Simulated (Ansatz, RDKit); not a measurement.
Complex: H2O (SMILES O) (first 3 atoms) with CH4S (SMILES CS); geometry from B3LYP-D3(BJ)/def2-TZVP, rigid monomers moved along the line of their centres of mass till O1···H9 is 3.07 Å.
(charge 0, multiplicity 1):
| atom | x (Å) | y (Å) | z (Å) |
|---|---|---|---|
| O | 0.2608 | -0.0870 | 0.2851 |
| H | 0.8310 | -0.7092 | -0.1793 |
| H | -0.6184 | -0.2140 | -0.0875 |
| C | 0.8668 | 0.7961 | 5.2072 |
| S | 0.2740 | -0.8305 | 4.6350 |
| H | 0.1780 | 1.5882 | 4.9210 |
| H | 0.9139 | 0.7459 | 6.2937 |
| H | 1.8614 | 1.0098 | 4.8213 |
| H | 0.2903 | -0.5512 | 3.3179 |

Monomers are frozen at their geometry in the pair; levels with a basis set take the counterpoise correction. RDKit's UFF carries no charges.

Run with Ansatz (Gaussian basis) for Hartree–Fock, density functionals and correlated methods; RDKit for the force fields. Each number belongs to the level named beside it.

Problem. Give the interaction energy at the level UFF.

Solution. -12 meV

Ansatz is a first-principles code.
